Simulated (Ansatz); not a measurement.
Reaction (ligand exchange at the Si–C bond): `F[SiH2]C(F)Cl` + H₂Se → `F[SiH2][SeH]` + `FCCl`

Computed with Ansatz on PBE0-D4/def2-TZVP structures; ΔE is electronic, products minus reactants. CCSD(T)/CBS is the MP2 limit (def2-TZVPP, def2-QZVPP) plus CCSD(T) − MP2 in def2-TZVPP, frozen cores. This one scheme is used for every species. Functionals use def2-TZVPP. For Se outer-core shells are correlated without core-valence functions, which leaves a few kJ/mol of doubt a bond. Scalar relativity is left out up to krypton. One conformer a species, not always the lowest.

`F[SiH2]C(F)Cl`:

Z-matrix (Å, degrees):
```
Si
C 1 1.900
F 1 1.594 2 107.7
H 1 1.477 2 108.9 3 -119.2
H 1 1.481 2 109.1 3 117.5
Cl 2 1.775 1 109.4 3 63.6
F 2 1.372 1 108.7 3 -176.7
H 2 1.092 1 114.7 3 -55.6
```

H₂Se:

```xyz
3

Se   -0.485    0.344    0.339
H     0.587   -0.576    0.734
H    -0.102    0.232   -1.073
```

`F[SiH2][SeH]`:

Z-matrix (Å, degrees):
```
Si
Se 1 2.258
F 1 1.598 2 112.3
H 1 1.479 2 110.7 3 -119.2
H 1 1.479 2 106.0 3 117.8
H 2 1.469 1 92.7 3 77.5
```

`FCCl`:

Z-matrix (Å, degrees):
```
C
F 1 1.355
Cl 1 1.766 2 110.5
H 1 1.089 2 109.3 3 -118.4
H 1 1.089 2 109.3 3 118.4
```

| species | CAM-B3LYP-D4 energy (Eh) |
| --- | --- |
| `F[SiH2]C(F)Cl` | -989.43116 |
| H₂Se | -2402.87347 |
| `F[SiH2][SeH]` | -2792.94694 |
| `FCCl` | -599.38915 |

Work out ΔE.

ΔE = (-2792.94694) + (-599.38915) − (-989.43116) − (-2402.87347) = -0.03146 Eh = -0.86 eV. CCSD(T)/CBS gives -0.92 eV.

Largest T1 diagnostic among the species: 0.011.

From r2SCAN to r2SCAN0 (25 % exact exchange), in def2-TZVPP and without D4, ΔE moves by −0.03 eV. Leaving LDA and LC-ωPBE aside and taking each functional with its dispersion term where it has one, the values, not all of them listed here, spread over 0.13 eV, from PBE-QIDH to BLYP-D4. LDA lies +0.06 eV from PBE without D4.
